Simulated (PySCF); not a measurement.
Harmonic spectrum computed at PBE0 in the def2-TZVP basis family (core potentials from Rb on, PySCF, no spin–orbit coupling):

| ω (cm⁻¹) | IR (km/mol, summed over degenerate members) | degeneracy |
| --- | --- | --- |
| 141 | 70.2 | 2 |
| 541 | 0.0 | 1 |
| 645 | 103 | 1 |

**Question.** Which molecule gave it? In each, all ligands are bound to the one heavy central atom.
A. SF₂ (singlet)
B. CdF₂ (singlet)
C. HgF₂ (singlet)
D. SbF₂ (doublet)
E. TlF₂ (doublet)

**Answer.** B. It has D∞h symmetry with Cd–F 1.922 Å (×2).
